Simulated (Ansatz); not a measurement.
Input file for Ansatz (an electronic-structure program): R-wB97M-V/def2-TZVPPD on C3H7Cl (a complex), monomers drawn apart or pushed together. Files ending in .json are basis or fitting sets from the Basis Set Exchange.

Ansatz 0.2 input:
```yaml
crystal:
  periodic: [false, false, false]
  atoms:
    - {symbol: Cl, position_ang: [0.24084967, 0.21108879, 0.53839579]}
    - {symbol: H, position_ang: [0.54917045, 0.09146556, 1.79286712]}
    - {symbol: C, position_ang: [1.14413983, -0.50861544, 3.72200147]}
    - {symbol: C, position_ang: [0.23526637, 0.45093936, 3.87586446]}
    - {symbol: C, position_ang: [-1.24431280, 0.24416358, 3.87780175]}
    - {symbol: H, position_ang: [0.85566942, -1.54644154, 3.59652894]}
    - {symbol: H, position_ang: [2.20464835, -0.29219949, 3.73161021]}
    - {symbol: H, position_ang: [0.57547312, 1.47535718, 4.00364873]}
    - {symbol: H, position_ang: [-1.71636470, 0.81799348, 3.07557056]}
    - {symbol: H, position_ang: [-1.50286285, -0.80680893, 3.74557542]}
    - {symbol: H, position_ang: [-1.68219990, 0.59407830, 4.81650755]}
basis:
  gaussian:
    orbitals: def2-TZVPPD.json
hamiltonian:
  xc: {name: wB97M-V}
scf: {lower_state_search: off}
```

The head of its log:

```
WARN ansatz: RAYON_NUM_THREADS=2 ignored (pool sized by the plan → 2); use --threads N
Functional definition: wB97M-V
these checks for a lower state are left out or cut short: stability, starts, cluster_reference, orbital_swaps, neighbouring_geometries, increment
integrals: 0.28 GiB planned
1262 factors; their error is unknown
integrals: 0.32 GiB planned
381 factors; integrals over basis functions are off by at most 3.8e-5 eV
mean field: 2.40 GiB planned
mean field evaluation 1: about -15742.7268 eV, gradient 4.1e1 eV
mean field evaluation 2: about -15744.8549 eV, gradient 2.7e1 eV
```

Question: Give the final energy of this run.

Answer: -578.6745 hartree.
